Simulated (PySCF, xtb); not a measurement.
ClH6NSSi2, SMILES S([SiH2]N)[SiH2]Cl. The values are those of a single conformer.

Harmonic wavenumbers (cm⁻¹) from GFN2-xTB (xtb) at its own minimum, in rising order: 29, 42, 95, 150, 191, 205, 388, 441, 475, 490, 512, 542, 570, 597, 692, 701, 756, 797, 818, 940, 1490, 2251, 2295, 2314, 2373, 3480, 3528.

What does B3LYP-D3(BJ)/def2-SVP in PySCF give at its own minimum? (Estimate from the structure and the level; the computed values follow.)

30, 55, 119, 178, 217, 244, 424, 462, 495, 524, 557, 586, 715, 746, 854, 866, 901, 914, 936, 947, 1546, 2235, 2245, 2261, 2263, 3565, 3657. Paired by order, the mean absolute difference is 68 cm⁻¹ and the zero-point energies are 38.8 and 40.8 kcal/mol.
